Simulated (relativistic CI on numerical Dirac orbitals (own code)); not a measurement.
Re⁷⁺: O2,3 absorption edge

Computed with this model: Dirac-Coulomb-Breit CI, orbitals from a KLI potential per configuration, QED by a radiative potential, valence Slater integrals scaled by 0.8, multiplet model of core-to-valence dipole absorption; configurations [Xe] 4f14 → [Kr] 4d10 4f14 5s2 5p5 5d; 300 K; Lorentzian 1 eV and Gaussian 0.3 eV FWHM. Energies are those of the free ion, without screening or charge transfer. The branching ratio is the share of the lower-energy edge in the whole absorption, uncertain by about 0.02 where the edges overlap. S is read from ⟨S²⟩ = S(S + 1).

free ion: ground-state S = 0.00, centroid 59.68 eV. Peaks (eV, height): 50.8 (36), 62.8 (100).

Strongest unbroadened transitions for free ion:

```json
{"Energy (eV)": "43.27", "Relative strength": "0.1"}
{"Energy (eV)": "50.78", "Relative strength": "35.1"}
{"Energy (eV)": "62.81", "Relative strength": "100.0"}
```
